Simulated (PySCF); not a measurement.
Gas-phase equilibrium of 1 mol NaCl, 2.2 mol H₂O at 2000 K and 1.01 bar, among 21 species (ClO, O₂, HCl, O, HO₂, H₂O, H, HOCl, Na, H₂O₂, O₃, Na₂, H₂, Na₂(OH)₂, NaCl, NaOH, Cl, Cl₂, Na₂O, Na₂Cl₂, OH). Only gases are allowed; each row takes one source of thermochemistry for all species, and Cantera finds the minimum.

Method: PySCF energies plus ideal-gas RRHO corrections (1 bar). Table values come from the NASA 1993 polynomials. After a fit of one offset per element over all species, the range-separated, M06-2X, PBE0/def2-QZVP and CCSD(T)/def2-TZVPP enthalpies, where run, lie to one side of the table for NaOH (+16 kJ/mol): a fault of the table's entry, another state or a shared error of the levels is possible; this was not checked at source. S°(298 K) at PBE0/def2-TZVP differs from the NASA 1993 table for NaOH (+8 J/mol/K); whether the harmonic model or the table's entry is off was not settled. † marks an energy on the PBE0/def2-TZVP geometry and frequencies; other levels use their own. Open shells (unrestricted) among the columns below: O₂ (multiplicity 3), Na (multiplicity 2); the rest are closed-shell singlets. The harmonic model lacks anharmonicity and excited electronic states, which grow with temperature; levels with a mode under 35 cm⁻¹ are left out. Soft modes under 120 cm⁻¹ make the harmonic entropy rough for Na₂Cl₂. The table's entry may be an old estimate for NaOH, Na₂Cl₂ (not checked at source).

Molecules larger than those listed are left out. Table species left out: NaH, NaO.

Mole fractions:

| thermochemistry | x H₂O | x NaCl | x HCl | x H₂ | x NaOH | x Na | x Na₂Cl₂ | x O₂ |
|---|---|---|---|---|---|---|---|---|
| table | 0.67 | 0.29 | 0.012 | 0.0041 | 0.0100 | 0.0024 | 0.0043 | 0.0022 |
| M06-2X/def2-TZVP† | 0.67 | 0.28 | 0.014 | 0.0079 | 0.012 | 0.0023 | 0.0080 | 0.0039 |
| PBE0/def2-TZVP | 0.66 | 0.28 | 0.018 | 0.0095 | 0.0084 | 0.0095 | 0.0054 | 0.0064 |
| ωB97M-V/def2-TZVP† | 0.66 | 0.28 | 0.016 | 0.0082 | 0.012 | 0.0034 | 0.0070 | 0.0043 |
| ωB97X-V/def2-TZVP† | 0.66 | 0.28 | 0.016 | 0.013 | 0.012 | 0.0041 | 0.0078 | 0.0067 |
The most sensitive of these is Na: it spans a factor of 10^0.6 over these rows; at this temperature one factor of ten is RT ln 10 = 38 kJ/mol.
